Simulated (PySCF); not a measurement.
Structure from NMR data

The spectra below were simulated for a compound C8H14.

$^{1}$H NMR (400 MHz, computed): δ 5.96 (m, 1H), 5.33 (m, 1H), 5.13 (m, 1H), 1.82 (m, 2H), 1.73 (m, 1H), 1.72 (m, 1H), 1.72 (m, 2H), 1.27 (m, 2H), 1.13 (m, 1H), 1.03 (m, 2H).

$^{13}$C{$^{1}$H} NMR (computed): δ 155.1 (CH), 118.2 (CH2), 49.7 (CH), 37.4 (CH2, 2C), 30.2 (CH2), 30.0 (CH2, 2C).

- NMR shieldings at PBE0/pcSseg-1/GIAO
- structure optimised with GFN2-xTB
- run in PySCF 2.14.0 with density-fitted response routines
- one averaged value for each set of equivalent atoms, one conformer, non-relativistic Hamiltonian, no solvent model

Scale: TMS for $^{1}$H (σref 31.72) and $^{13}$C (σref 186.93) (reference shieldings calculated alike).

Q: Which of these isomers gave the spectra?
A. C=CC1CCCCC1
B. C1CC[C@H]2CC[C@H]2C1
C. C1CC(C2CCC2)C1
D. C1CCC2(C1)CCC2

A: A. 

The formula gives 2 degrees of unsaturation (1 ring in the answer). 6 carbon signals for 8 carbons: some carbons are equivalent by symmetry or fast rotation. Carbon types of the structure: 2 × CH, 6 × CH2, which accounts for all hydrogens. δC 155.1: alkene CH; an sp2 carbon of a C=C bond. δC 118.2: terminal =CH2 carbon; an sp2 carbon of a C=C bond. δC 37.4, 30.2, 30.0: sp3 CH2 in a ring; saturated and bonded to C and H only. δH 1.82, 1.73, 1.72, 1.27, 1.13, 1.03: hydrogen on an sp3 CH2 in a ring. δH 1.72: hydrogen on an allylic sp3 CH; allylic position.

The others: C1CC[C@H]2CC[C@H]2C1 would give 4 carbon signals, not 6; C1CC(C2CCC2)C1 would give 3 carbon signals, not 6; C1CCC2(C1)CCC2 would give 5 carbon signals, not 6.

Shifts are as computed. Against solution values, carbons near 30 ppm lie about +3 ppm off and those near 130 ppm about +5 ppm. Of 1211 compounds with measured shifts, 218 miss one by over three times the rms of a fit or turn the order of signals round; such compounds aren't used in these exercises. Multiplicities follow the n + 1 count of equivalent neighbours, as no J values were calculated; m marks all less simple cases, F and P coupling included.
